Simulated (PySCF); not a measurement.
MgFBr, SMILES [F][Mg][Br]. Heavy atoms are numbered as in [Mg:1]([F:2])[Br:3].

Geometry: PBE0-D3(BJ)/def2-TZVP.

The numbers are results of PBE0/pcSseg-2 (PySCF), not measurements.

GIAO shieldings, no solvent; atoms alike by connectivity are averaged. δ = σ(ref) − σ: ¹⁹F against CFCl3 (σ = 165.8 ppm), references at their B3LYP-D3(BJ)/def2-TZVP geometries, non-relativistic (without spin–orbit terms, shifts of atoms bonded to Cl or Br come out too high).

Problem. Estimate the chemical shifts. (An estimate is asked for; the answer gives what the named calculation found.)

Solution. 
```json
[
 {"nucleus": "¹⁹F", "atoms": "F2", "count": "1", "δ (ppm)": "-247.5"}
]
```
